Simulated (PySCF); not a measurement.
**B⁺: excitation energy**

B⁺ [He] 2s2 (1S) → B⁺ [He] 2s1 2p1 (3P), as a difference of total energies. Calculation: PySCF 2.14, in aug-cc-pwCVQZ (9s8p6d4f2g, 109 functions); the non-relativistic Hamiltonian (point nucleus). Correlated levels: valence: 1s2 frozen; valence and next inner shell: nothing frozen. The calculations carry no spin-orbit coupling.

| method | excitation energy (eV) |
| --- | --- |
| UHF | 3.133 |
| LDA | 4.079 |
| PBE | 3.970 |
| PBE0 | 3.932 |
| r2SCAN | 3.610 |
| M06-L | 3.908 |
| TPSSh | 4.029 |
| M06 | 4.160 |
| MP2 (valence) | 4.084 |
| SCS-MP2 (valence) | 4.356 |
| MP2 (valence and next inner shell) | 4.082 |
| SCS-MP2 (valence and next inner shell) | 4.359 |

Problem. How much does correlation contribute at MP2 (valence and next inner shell)?

Solution. 4.082 − (3.133) = 0.949 eV, measured against UHF.

Errors of the correlated levels include the incompleteness of this basis and the frozen core.

For comparison: 4.631 eV (measured; NIST levels, between the centres of gravity of the two terms).
